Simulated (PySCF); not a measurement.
# Exact mass, isotope pattern and composition

Species: `CS[Si@@H](C)[AsH][SiH3]`.

All values are calculated from tables of isotopes.

(1) Molar mass and exact mass?

(2) Work out the cluster of the molecular ion M+•, one line a nominal mass.

(3) What share of all molecules is the monoisotopic species?

(4) What is the composition by mass?

(5) Count the protons, neutrons and electrons of the monoisotopic species, and give its exact less its nominal mass.

(6) What resolving power m/Δm just matches the spacing of the species with one 34S and with one 30Si?

(7) Which m/z would the protonated, sodiated and deprotonated molecule have?

## Answers

(1) For C2H11AsSSi2, with standard atomic weights, 2 × 12.011 + 1 × 32.060 + 2 × 28.085 + 1 × 74.922 + 11 × 1.008 = 198.262 g/mol. From the most abundant isotopes (12C, 32S, 28Si, 75As, 1H), 2 × 12.000000 + 1 × 31.972071 + 2 × 27.976927 + 1 × 74.921597 + 11 × 1.007825 = 197.9336 u.

(2) 
| nominal mass | m/z (centroid) | relative intensity |
| --- | --- | --- |
| 198 | 197.9330 | 100.0 |
| 199 | 198.9333 | 13.2 |
| 200 | 199.9297 | 11.8 |
| 201 | 200.9299 | 1.1 |
| 202 | 201.9264 | 0.5 |

Cut off at 0.1 %. One electron mass, 0.00055 u, is taken off. Abundances used (%; other tables differ somewhat): 12C 98.93, 13C 1.07; 32S 94.93, 33S 0.76, 34S 4.29, 36S 0.02; 28Si 92.2297, 29Si 4.6832, 30Si 3.0872; 1H 99.9885, 2H 0.0115.

(3) 0.9893^2 × 0.9493 × 0.922297^2 × 1 × 0.999885^11 = 78.93 %.

(4) C 12.12 %, S 16.17 %, Si 28.33 %, As 37.79 %, H 5.59 %.

(5) 100 protons, 98 neutrons and 100 electrons; 197.9336 − 198 = -0.0664 u.

(6) They lie 0.00105 u apart at mass 199.93, so m/Δm is about 190000.

(7) [M+H]+ 198.9409, [M+Na]+ 220.9228, [M−H]− 196.9263, for the monoisotopic species (arithmetic only; whether such ions form is another matter).
